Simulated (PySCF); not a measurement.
# Excitation energy of Mg by level of theory

Mg [Ne] 3s2 (1S) → Mg [Ne] 3s1 4s1 (3S), as a difference of total energies. Computed with PySCF 2.14 in x2c-TZVPPall with one added diffuse shell each of s, p, d type (6s5p4d, 41 functions), with the spin-free X2C one-electron Hamiltonian (Gaussian nucleus). Correlated levels: valence: [Ne] frozen; valence and next inner shell: 1s2 frozen. The calculations carry no spin-orbit coupling.

Q: Order these methods by the excitation energy they give, lowest first.
A. BHandHLYP
B. B97-3
C. SCS-MP2 (valence)
D. MP2 (valence and next inner shell)

A: D (39132 cm⁻¹), C (39700 cm⁻¹), A (41196 cm⁻¹), B (41703 cm⁻¹).

Errors of the correlated levels include the incompleteness of this basis and the frozen core.

For comparison: 41197 cm⁻¹ (measured; NIST levels).
